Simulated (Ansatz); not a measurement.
Ge4H10, SMILES `[GeH3][GeH2][GeH2][GeH3]`, 14 atoms. The species carries charge 0 and has multiplicity 1. Correlated methods include outer-core shells of Ge, which these sets cover unevenly. Scalar relativity is left out up to krypton. All runs use 3 threads of an AMD EPYC 7R13 on a shared host and a share of an NVIDIA H100 80 GB. Correlated methods freeze the cores. Open-shell runs search over several starts.

Task: How many basis functions does each run have, and how long does it take in Ansatz? RKS PBE0-D4/def2-SVP energy; UKS PBE-D4/def2-TZVPP energy of the cation; UKS PBE0-D4/def2-TZVPP energy of the cation; RKS PBE0-D4/def2-QZVPP energy; RHF-CCSD(T)/def2-SVP energy; UHF-CCSD(T)/def2-TZVPP energy of the cation; UKS ωB97M-V/def2-TZVPP energy of the cation; RHF-MP2/def2-QZVPP energy; RKS PBE-D4/def2-TZVPP energy and forces; RKS ωB97M-V/def2-SVP energy; UHF-MP2/def2-QZVPP energy of the cation; RKS HSE06-D4/def2-TZVPP energy. (Best estimate.)

Result: Computed: Other jobs shared the machine, so times are rough.

| level | job | functions | wall time | peak host memory (GiB) |
| --- | --- | --- | --- | --- |
| RKS PBE0-D4/def2-SVP | energy | 178 | 1.7 s | 0.84 |
| RKS ωB97M-V/def2-SVP | energy | 178 | 2.9 s | 0.91 |
| RKS HSE06-D4/def2-TZVPP | energy | 332 | 3.9 s | 0.89 |
| RHF-CCSD(T)/def2-SVP | energy | 178 | 4.4 s | 0.82 |
| RKS PBE0-D4/def2-QZVPP | energy | 656 | 5 s | 1.2 |
| UKS PBE0-D4/def2-TZVPP | energy of the cation | 332 | 6.5 s | 0.96 |
| UKS PBE-D4/def2-TZVPP | energy of the cation | 332 | 7.5 s | 1 |
| RHF-MP2/def2-QZVPP | energy | 656 | 8.5 s | 1.3 |
| UKS ωB97M-V/def2-TZVPP | energy of the cation | 332 | 11 s | 1.3 |
| UHF-MP2/def2-QZVPP | energy of the cation | 656 | 19 s | 1.4 |
| RKS PBE-D4/def2-TZVPP | energy and forces | 332 | 24 s | 0.87 |
| UHF-CCSD(T)/def2-TZVPP | energy of the cation | 332 | 4.3 min | 1.6 |

HSE06 is defined as in plane-wave codes.
